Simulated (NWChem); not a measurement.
All runs are NWChem calculations. System: CH3FOSi, charge 0, spin multiplicity 1, at a geometry optimised with B3LYP/def2-SVP. The structure started from a generated list of species. Level: G0W0@PBE/def2-TZVPD, RI basis def2-tzvpd-rifit.

The NWChem input:

```
start mol
memory heap 200 mb stack 700 mb global 1700 mb
geometry units angstroms nocenter noautoz
  O     -1.890490    -1.025795     0.000000
  C     -1.228783    -0.011491     0.000000
  Si     0.690249    -0.183920     0.000000
  F      1.372834     1.296520     0.000000
  H     -1.727924     0.998886     0.000000
  H      1.102777    -0.908687    -1.228778
  H      1.102777    -0.908687     1.228778
  symmetry group Cs
end
basis spherical
  * library def2-tzvpd
end
basis "ri basis" bse spherical
  * library def2-tzvpd-rifit
end
dft
  xc xpbe96 cpbe96
  iterations 100
  direct
  tolerances tight
end
task dft energy
gw
  method cdgw
  states alpha occ 4 vir 2
end
task dft gw
```

NWChem printed:

```
             Northwest Computational Chemistry Package (NWChem) 7.3.0
             --------------------------------------------------------

                                NWChem Input Module
                                -------------------

 Scaling coordinates for geometry "geometry" by  1.889725989
 (inverse scale =  0.529177249)

 Turning off AUTOSYM since
 SYMMETRY directive was detected!

                             Geometry "geometry" -> ""
                             -------------------------

 Output coordinates in angstroms (scale by  1.889725989 to convert to a.u.)

  No.       Tag          Charge          X              Y              Z
 ---- ---------------- ---------- -------------- -------------- --------------
    1 O                    8.0000    -1.89049000    -1.02579500     0.00000000
    2 C                    6.0000    -1.22878300    -0.01149100     0.00000000
    3 Si                  14.0000     0.69024900    -0.18392000     0.00000000
    4 F                    9.0000     1.37283400     1.29652000     0.00000000
    5 H                    1.0000    -1.72792400     0.99888600     0.00000000
    6 H                    1.0000     1.10277700    -0.90868700    -1.22877800
    7 H                    1.0000     1.10277700    -0.90868700     1.22877800

 Effective nuclear repulsion energy (a.u.)     154.4179304471

            Nuclear Dipole moment (a.u.)
            ----------------------------
        X                 Y               Z
 ---------------- ---------------- ----------------
     0.0000075589     0.0000113384     0.0000000000

      Symmetry information
      --------------------

 Group name             Cs
 Group number              2
 Group order               2
 No. of unique centers     6

      Symmetry unique atoms

     1    2    3    4    5    6


 Summary of "ao basis" -> "" (spherical)
 ------------------------------------------------------------------------------
       Tag                 Description            Shells   Functions and Types
 ---------------- ------------------------------  ------  ---------------------
 *                         def2-tzvpd                 on all atoms

 new library libraries.bse/

 Summary of "ri basis" -> "" (spherical)
 ------------------------------------------------------------------------------
       Tag                 Description            Shells   Functions and Types
 ---------------- ------------------------------  ------  ---------------------
 *                      def2-tzvpd-rifit              on all atoms

  pbe96 is a nonlocal functional; adding pw91lda local functional.

                                 NWChem DFT Module
                                 -----------------

 Summary of "ao basis" -> "ao basis" (spherical)
 ------------------------------------------------------------------------------
       Tag                 Description            Shells   Functions and Types
 ---------------- ------------------------------  ------  ---------------------
 O                         def2-tzvpd               14       40   6s4p3d1f
 C                         def2-tzvpd               13       37   6s3p3d1f
 Si                        def2-tzvpd               15       43   6s5p3d1f
 F                         def2-tzvpd               14       40   6s4p3d1f
 H                         def2-tzvpd                5        9   3s2p

 Summary of "ao basis" -> "ao basis" (spherical)
 ------------------------------------------------------------------------------
[...]
     7      0.340470  1 O  px                10      0.277948  1 O  px
    13      0.212545  1 O  px                 8     -0.197409  1 O  py
    93      0.187557  3 Si px               162      0.186084  5 H  s
    11     -0.163001  1 O  py                81     -0.150228  3 Si s
    47     -0.136547  2 C  px                14     -0.117986  1 O  py

 Vector   21  Occ=0.000000D+00  E=-1.197965D-01  Symmetry=a"
              MO Center= -1.1D+00, -2.6D-01,  1.9D-15, r^2= 2.2D+00
   Bfn.  Coefficient  Atom+Function         Bfn.  Coefficient  Atom+Function
  ----- ------------  ---------------      ----- ------------  ---------------
    52     -0.335021  2 C  pz                49     -0.328339  2 C  pz
     9      0.313602  1 O  pz                12      0.265779  1 O  pz
    15      0.232198  1 O  pz                55     -0.226296  2 C  pz
   107     -0.091031  3 Si d  1              95     -0.082038  3 Si pz
   171     -0.076804  6 H  s                180      0.076804  7 H  s

 Vector   22  Occ=0.000000D+00  E=-4.704765D-02  Symmetry=a'
              MO Center=  7.5D-01, -2.4D-01,  4.9D-14, r^2= 4.8D+00
   Bfn.  Coefficient  Atom+Function         Bfn.  Coefficient  Atom+Function
  ----- ------------  ---------------      ----- ------------  ---------------
   163      1.112695  5 H  s                 83     -0.854358  3 Si s
    46      0.810044  2 C  s                 97     -0.620070  3 Si py
    45     -0.516697  2 C  s                 54     -0.491275  2 C  py
    53      0.421487  2 C  px                94     -0.346776  3 Si py
    82     -0.276012  3 Si s                 96      0.276894  3 Si px

 Vector   23  Occ=0.000000D+00  E=-1.369076D-02  Symmetry=a'
              MO Center= -8.3D-02,  9.8D-02,  1.1D-13, r^2= 8.1D+00
   Bfn.  Coefficient  Atom+Function         Bfn.  Coefficient  Atom+Function
  ----- ------------  ---------------      ----- ------------  ---------------
    46      2.566049  2 C  s                 45      1.647870  2 C  s
     6     -1.636215  1 O  s                163     -1.018769  5 H  s
    96      0.550620  3 Si px               111      0.384877  3 Si d  0
   126     -0.319966  4 F  s                  5     -0.291216  1 O  s
    44     -0.269299  2 C  s                 17     -0.252531  1 O  py

 center of mass
 --------------
 x =   0.02157493 y =   0.05126913 z =   0.00000000

 moments of inertia (a.u.)
 ------------------
         197.730711006349        -205.935563999957           0.000000000000
        -205.935563999957         474.639984163830           0.000000000000
           0.000000000000           0.000000000000         650.634193723147

     Multipole analysis of the density
     ---------------------------------

     L   x y z        total         alpha         beta         nuclear
     -   - - -        -----         -----         ----         -------
     0   0 0 0      0.000000    -20.000000    -20.000000     40.000000

     1   1 0 0      0.237764      0.118878      0.118878      0.000008
     1   0 1 0      0.181787      0.090888      0.090888      0.000011
     1   0 0 1     -0.000000     -0.000000     -0.000000      0.000000

     2   2 0 0    -25.440826   -131.817713   -131.817713    238.194601
     2   1 1 0     -4.068780    -48.655449    -48.655449     93.242118
     2   1 0 1      0.000000      0.000000      0.000000      0.000000
     2   0 2 0    -24.910230    -60.075760    -60.075760     95.241291
     2   0 1 1     -0.000000     -0.000000     -0.000000      0.000000
     2   0 0 2    -21.888904    -16.336385    -16.336385     10.783867

 Task  times  cpu:       38.1s     wall:       38.1s

                                NWChem Input Module
                                -------------------

                                 NWChem GW Module
                                 ----------------

                             ***********************
                             ***        GW       ***
                             ***********************

 Summary of "ri basis" -> "ri basis" (spherical)
 ------------------------------------------------------------------------------
       Tag                 Description            Shells   Functions and Types
 ---------------- ------------------------------  ------  ---------------------
 O                      def2-tzvpd-rifit            26       92   9s7p5d4f1g
 C                      def2-tzvpd-rifit            26       92   9s7p5d4f1g
 Si                     def2-tzvpd-rifit            33      129   10s8p7d6f2g
 F                      def2-tzvpd-rifit            26       92   9s7p5d4f1g
 H                      def2-tzvpd-rifit            10       24   5s3p2d

                 Memory Information
                 ------------------
          Available GA per process is          1699.7 MBs
          Available stack per process is        700.0 MBs
          Available heap per process is           0.0 MBs

          Peak memory in Initialization
              Peak GA per process is                 17.0 MBs
              Peak stack per process is               0.4 MBs
              Peak heap per process is               17.6 MBs
              Memory not in MA per process            0.0 MBs

          Peak memory in CDGW Calculation
              Peak GA per process is                 20.7 MBs
              Peak stack per process is               3.5 MBs
              Peak heap per process is                3.9 MBs
              Memory not in MA per process            0.0 MBs

          Computing 2-center integrals
          Computing Inverse Cholesky factor
          Computing 3-center integrals
          Computing Vxc

          Computing Sigma_x
          Computing W(iw) on the imaginary grid
          Solving quasiparticle equations

                  Alpha Orbitals
          State     Energy (eV)     Error (eV)
          -----------------------------------
@GW        17        -13.714           0.002
@GW        18        -13.169           0.004
@GW        19        -12.088           0.003
@GW        20         -9.164           0.003
@GW        21         -0.114           0.003
@GW        22          1.330           0.002

     GW Timing Statistics
   ------------------------
   Init.   :          0.1s
     ERIs  :          2.0s
     Distr.:          0.0s
     Vxc   :          0.4s
   Vmo     :          0.0s
   iW      :          4.2s
   I_n     :          0.0s
   R_n     :          1.3s
   GW total:          8.1s

 Task  times  cpu:        8.1s     wall:        8.1s

 Total times  cpu:       46.3s     wall:       46.3s
```
